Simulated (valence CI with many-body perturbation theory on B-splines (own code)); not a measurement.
# E1 line list for Er⁵⁵⁺

Level of theory: relativistic CI+MBPT: three valence electrons over a frozen Dirac-Fock core [Ne], radial functions for each j: 11 s, 11 p, 9 d, 7 f, 5 g, 2 h, 1 i, with the one-electron correlation potential Σ1, the two-electron term Σ2, the three-electron term Σ3, Breit, model QED; selected CI, second order for the rest (own B-spline code, finite nucleus).

No measured spectrum was set against this ion. As an estimate, large intervals hold to a few tenths of a per cent, small ones and those within an open d or f shell to about a per cent.

Lines 151 to 200 of 257 in falling wavelength, among levels below 1112.4 eV, chosen from the strongest by gf and those to the six lowest levels. Wavelengths and rates use the calculated energies. Electric multipoles are in the length gauge, E1 and E2 with the static RPA response of the core. Weak lines are less certain than strong ones. Lines between different terms over intervals too small for the method are left out, as are lines whose strength nearly cancels. The highest levels of a list are the least certain.

Levels are named by their leading jj configuration (3d3/2^4 stands for four electrons in 3d with j = 3/2), which in mixed levels can hold well under half, so a name can repeat and another be missing. Letters in brackets count levels of one name in rising energy.

```
λ vac (nm)                          Upper                       Lower   A (s⁻¹)  log gf  Branch %
     2.958  (3p1/2 3p3/2 3d5/2) J=5/2 [b]  (3s 3p1/2 3d5/2) J=5/2 [a]  3.94e+11   -0.51      36.4
     2.946  (3p1/2 3p3/2 3d3/2) J=5/2 [b]      (3s 3p1/2 3d3/2) J=5/2  1.66e+11   -0.89      10.2
     2.939          (3p1/2 3p3/2^2) J=3/2  (3s 3p1/2 3p3/2) J=3/2 [a]  6.81e+11   -0.45      40.6
     2.923     (3s 3d3/2 3d5/2) J=7/2 [a]  (3s 3p1/2 3d5/2) J=5/2 [b]  1.08e+11   -0.96       8.0
     2.921             (3s 3d3/2^2) J=3/2      (3s 3p1/2 3d3/2) J=1/2  9.24e+11   -0.33      45.4
     2.889             (3s 3d3/2^2) J=5/2  (3s 3p1/2 3d3/2) J=3/2 [b]  7.01e+11   -0.28      47.5
     2.876  (3p1/2 3p3/2 3d5/2) J=3/2 [b]  (3s 3p1/2 3d5/2) J=5/2 [a]  1.82e+11   -1.05      16.9
     2.871                (3p3/2^3) J=3/2          (3s 3p3/2^2) J=5/2  4.55e+11   -0.65      15.7
     2.868  (3p1/2 3p3/2 3d3/2) J=5/2 [b]  (3s 3p1/2 3d3/2) J=3/2 [a]  3.44e+11   -0.59      21.2
     2.860     (3s 3p3/2 3d3/2) J=3/2 [a]      (3s 3p1/2 3p3/2) J=5/2  1.42e+11   -1.16      12.6
     2.859     (3s 3d3/2 3d5/2) J=7/2 [a]      (3s 3p1/2 3d5/2) J=7/2  7.62e+11   -0.13      56.0
     2.853     (3s 3p3/2 3d3/2) J=3/2 [b]      (3s 3p1/2 3p3/2) J=1/2  5.92e+11   -0.54      28.7
     2.852  (3p1/2 3p3/2 3d5/2) J=5/2 [a]  (3s 3p1/2 3d3/2) J=3/2 [b]  6.53e+11   -0.32      39.1
     2.843     (3s 3p3/2 3d3/2) J=5/2 [a]      (3s 3p1/2 3p3/2) J=5/2  9.82e+11   -0.15      65.8
     2.841          (3p1/2 3p3/2^2) J=1/2  (3s 3p1/2 3p3/2) J=3/2 [a]  1.06e+11   -1.59       8.6
     2.831     (3s 3d3/2 3d5/2) J=5/2 [a]      (3s 3p1/2 3d5/2) J=7/2  1.97e+11   -0.85      15.0
     2.822         (3s 3p3/2 3d3/2) J=7/2      (3s 3p1/2 3p3/2) J=5/2  8.53e+11   -0.09      97.7
     2.806     (3s 3d3/2 3d5/2) J=5/2 [b]      (3s 3p1/2 3d5/2) J=3/2  4.94e+11   -0.46      29.4
     2.795     (3s 3p3/2 3d3/2) J=3/2 [b]  (3s 3p1/2 3p3/2) J=3/2 [b]  8.83e+11   -0.38      42.9
     2.787  (3p1/2 3p3/2 3d3/2) J=3/2 [b]       (3p1/2^2 3p3/2) J=3/2  1.36e+12   -0.20      74.5
     2.784     (3s 3d3/2 3d5/2) J=3/2 [b]      (3s 3p1/2 3d5/2) J=3/2  8.62e+11   -0.40      54.4
     2.783     (3s 3d3/2 3d5/2) J=7/2 [a]  (3s 3p1/2 3d5/2) J=5/2 [a]  3.04e+11   -0.55      22.4
     2.782         (3s 3p1/2 3d3/2) J=1/2          (3s 3p1/2^2) J=1/2  1.24e+12   -0.54      97.9
     2.781  (3p1/2 3p3/2 3d3/2) J=5/2 [b]       (3p1/2^2 3p3/2) J=3/2  3.70e+11   -0.59      22.8
     2.775     (3s 3d3/2 3d5/2) J=5/2 [b]  (3s 3p1/2 3d5/2) J=5/2 [b]  7.70e+11   -0.27      45.9
     2.775     (3s 3d3/2 3d5/2) J=7/2 [b]  (3s 3p1/2 3d5/2) J=5/2 [b]  7.13e+11   -0.18      67.1
     2.766         (3s 3d3/2 3d5/2) J=9/2      (3s 3p1/2 3d5/2) J=7/2  9.72e+11    0.05      78.4
     2.766             (3s 3d3/2^2) J=1/2  (3s 3p1/2 3d3/2) J=3/2 [b]  1.34e+12   -0.51      57.2
     2.761  (3p1/2 3p3/2 3d3/2) J=1/2 [b]       (3p1/2^2 3p3/2) J=3/2  7.61e+11   -0.76      49.7
     2.758     (3s 3p3/2 3d3/2) J=3/2 [a]  (3s 3p1/2 3p3/2) J=3/2 [a]  9.52e+11   -0.36      84.0
     2.757     (3s 3d3/2 3d5/2) J=5/2 [a]  (3s 3p1/2 3d5/2) J=5/2 [a]  7.04e+11   -0.32      53.8
     2.755     (3s 3d3/2 3d5/2) J=3/2 [b]  (3s 3p1/2 3d5/2) J=5/2 [b]  3.23e+11   -0.83      20.4
     2.752     (3s 3p1/2 3d3/2) J=3/2 [b]          (3s 3p1/2^2) J=1/2  1.62e+12   -0.13      98.7
     2.749     (3s 3p3/2 3d3/2) J=1/2 [a]  (3s 3p1/2 3p3/2) J=3/2 [a]  8.07e+11   -0.74      88.3
     2.743     (3s 3p3/2 3d3/2) J=5/2 [a]  (3s 3p1/2 3p3/2) J=3/2 [a]  3.77e+11   -0.59      25.3
     2.741     (3s 3p3/2 3d3/2) J=1/2 [b]      (3s 3p1/2 3p3/2) J=1/2  1.12e+12   -0.60      40.6
     2.739             (3s^2 3d3/2) J=3/2          (3s^2 3p1/2) J=1/2  1.86e+12   -0.08     100.0
     2.737             (3s 3d3/2^2) J=1/2      (3s 3p1/2 3d3/2) J=1/2  9.43e+11   -0.67      40.4
     2.728     (3s 3d3/2 3d5/2) J=3/2 [a]  (3s 3p1/2 3d5/2) J=5/2 [a]  8.65e+11   -0.41      70.1
     2.727         (3s 3d3/2 3d5/2) J=1/2      (3s 3p1/2 3d5/2) J=3/2  1.55e+12   -0.46      79.1
     2.713     (3s 3p3/2 3d3/2) J=5/2 [b]  (3s 3p1/2 3p3/2) J=3/2 [b]  4.23e+11   -0.55      17.2
     2.711             (3s 3d3/2^2) J=5/2      (3s 3p1/2 3d3/2) J=5/2  4.74e+11   -0.50      32.1
     2.698             (3s 3d3/2^2) J=3/2  (3s 3p1/2 3d3/2) J=3/2 [a]  9.64e+11   -0.38      47.4
     2.688     (3s 3p3/2 3d3/2) J=1/2 [b]  (3s 3p1/2 3p3/2) J=3/2 [b]  8.65e+09   -2.73       0.3
     2.678  (3p1/2 3p3/2 3d5/2) J=5/2 [a]      (3s 3p1/2 3d3/2) J=5/2  5.10e+11   -0.48      30.5
     2.677     (3s 3p3/2 3d3/2) J=3/2 [b]      (3s 3p1/2 3p3/2) J=5/2  2.93e+08   -3.90       0.0
     2.629     (3s 3p3/2 3d5/2) J=5/2 [a]  (3s 3p1/2 3p3/2) J=3/2 [b]  4.08e+10   -1.60       8.1
     2.601     (3s 3p3/2 3d3/2) J=5/2 [b]      (3s 3p1/2 3p3/2) J=5/2  7.51e+10   -1.34       3.0
     2.587     (3s 3p3/2 3d3/2) J=3/2 [b]  (3s 3p1/2 3p3/2) J=3/2 [a]  1.08e+10   -2.36       0.5
     2.569     (3s 3p3/2 3d5/2) J=3/2 [a]  (3s 3p1/2 3p3/2) J=3/2 [b]  1.14e+11   -1.35      18.7
```
